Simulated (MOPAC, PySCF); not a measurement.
C4H6BN, SMILES `B/C(=C\C)C#N`, neutral singlet in the gas phase. 

Cartesian coordinates (Å):
SMILES: N#C/C(B)=C/C
```xyz
12

B      0.7256     1.5532     0.1827
C      0.8088     0.0329    -0.0353
C      2.1077    -0.5644    -0.1894
N      3.1505    -1.0253    -0.3097
C     -0.2512    -0.8000    -0.0989
C     -1.6848    -0.4511     0.0244
H      1.7200     2.2008     0.2084
H     -0.3252     2.0868     0.3258
H     -0.0529    -1.8568    -0.2606
H     -1.8567     0.6051     0.2007
H     -2.1312    -1.0289     0.8374
H     -2.2106    -0.7522    -0.8853
```
Charge 0, spin multiplicity 1.

All levels are single points at this geometry (CAM-B3LYP-D3(BJ)/def2-TZVP); Pople sets use spherical d functions. Orbital energies aren't observables, and empty levels follow the basis.

TPSSh-D3(BJ)/def2-TZVP in PySCF gives dipole (D) = 5.05.

### Question
Estimate the dipole (D) from each of these levels: CAM-B3LYP-D3(BJ)/def2-TZVP in PySCF; PBE-D3(BJ)/def2-TZVP in PySCF; B3LYP/6-31G* in PySCF; M06-2X/6-31G* in PySCF; SVWN5/6-31G* in PySCF; HF/3-21G in PySCF; HF/6-31G* in PySCF; HF/STO-3G in PySCF; AM1 in MOPAC; PM3 in MOPAC; PM6 in MOPAC; PM7 in MOPAC.

### Answer

```tsv
level	dipole (D)
CAM-B3LYP-D3(BJ)/def2-TZVP in PySCF	5.13
PBE-D3(BJ)/def2-TZVP in PySCF	5.00
B3LYP/6-31G* in PySCF	4.86
M06-2X/6-31G* in PySCF	4.83
SVWN5/6-31G* in PySCF	4.89
HF/3-21G in PySCF	5.09
HF/6-31G* in PySCF	5.29
HF/STO-3G in PySCF	4.09
AM1 in MOPAC	3.75
PM3 in MOPAC	4.35
PM6 in MOPAC	4.84
PM7 in MOPAC	4.93
```
